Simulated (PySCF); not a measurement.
C₆H₉GaN₂.
Numbering: `[H]/[N:1]=[CH:2]\[GaH2-:3][n+:4]1[cH:5][cH:6][cH:7][cH:8][cH:9]1` (hydrogens: H10 on N1; H11 on C2; H12, H13 on Ga3; H14 on C5; H15 on C6; H16 on C7; H17 on C8; H18 on C9)

Computed with PySCF at B3LYP/def2-SVPD, non-relativistic, on one gas-phase PBE0-D3(BJ)/def2-SVP geometry that isn't relaxed in the solvent. The solvent is an IEF-PCM continuum (Bondi radii, 1.10 Å for H, scaled by 1.2), and excitations are vertical TDDFT with non-equilibrium linear response and a frozen core. The model holds no explicit solvent molecules, cavitation or dispersion. Spin–orbit coupling is left out although an atom past zinc is present.

Gas-phase singlets (H = HOMO, L = LUMO):

```json
{"state": "S1", "E (eV)": "2.737", "λ (nm)": "453", "f": "0.033", "leading configurations": "H→L 100%"}
{"state": "S2", "E (eV)": "3.263", "λ (nm)": "380", "f": "0.000", "leading configurations": "H→L+1 100%"}
{"state": "S3", "E (eV)": "3.932", "λ (nm)": "315", "f": "0.002", "leading configurations": "H→L+2 87%, H→L+3 10%"}
{"state": "S4", "E (eV)": "4.356", "λ (nm)": "285", "f": "0.002", "leading configurations": "H-1→L 100%"}
{"state": "S5", "E (eV)": "4.950", "λ (nm)": "250", "f": "0.002", "leading configurations": "H-1→L+1 100%"}
```

Question: Give the list for acetonitrile (ε = 35.69), n² = 1.81.

Answer: 
```
state  E (eV)  λ (nm)      f  leading configurations  change by rank (eV)
   S1   3.768     329  0.027      H→L 88%, H→L+2 12%               +1.031
   S2   4.118     301  0.010      H→L+2 86%, H→L 12%               +0.855
   S3   4.415     281  0.000               H→L+1 99%               +0.483
   S4   5.275     235  0.001               H-1→L 99%               +0.919
   S5   5.470     227  0.071  H-2→L 82%, H-4→L+1 12%               +0.520
```

Question: How do the frontier levels move from gas to acetonitrile?

Answer: 
| orbital | gas (eV) | solvent (eV) | change (eV) | Löwdin shares, gas | Löwdin shares, solvent |
| --- | --- | --- | --- | --- | --- |
| LUMO+2 | -0.47 | -0.76 | -0.29 | N1 24 %, C2 23 %, Ga3 17 %, H11 4 % | C2 33 %, N1 31 %, Ga3 15 %, H11 6 % |
| LUMO+1 | -1.80 | -1.16 | +0.64 | C6 19 %, C8 19 %, C9 18 %, C5 18 % | C8 20 %, C6 20 %, C5 18 %, C9 17 % |
| LUMO | -2.37 | -1.77 | +0.60 | C7 24 %, N4 22 %, C5 12 %, C9 12 % | C7 24 %, N4 22 %, C9 13 %, C5 13 % |
| HOMO | -5.70 | -6.23 | -0.53 | N1 42 %, C2 24 %, Ga3 12 %, H11 7 % | N1 39 %, C2 26 %, Ga3 13 %, H11 7 % |
| HOMO-1 | -7.47 | -7.80 | -0.33 | Ga3 37 %, H12 29 %, H13 22 % | Ga3 35 %, H12 28 %, H13 22 % |
| HOMO-2 | -8.27 | -7.94 | +0.33 | N1 42 %, C2 29 %, Ga3 7 %, N4 6 % | C5 20 %, C9 20 %, C8 19 %, C6 18 % |
| HOMO-3 | -8.57 | -8.54 | +0.03 | C9 21 %, C5 20 %, C6 20 %, C8 20 % | N4 24 %, Ga3 15 %, N1 14 %, C2 8 % |

The HOMO–LUMO gap goes from 3.33 to 4.45 eV. Rows go by rank; for HOMO-3 and HOMO-2 the atom shares or the degeneracy differ between the runs, so the row needn't follow one orbital.

Shape of the structure used: `[H]/[N:1]=[CH:2]\[GaH2-:3][n+:4]1[cH:5][cH:6][cH:7][cH:8][cH:9]1`: N1–C2–Ga3–N4 -104°, C2–Ga3–N4–C5 -90°.
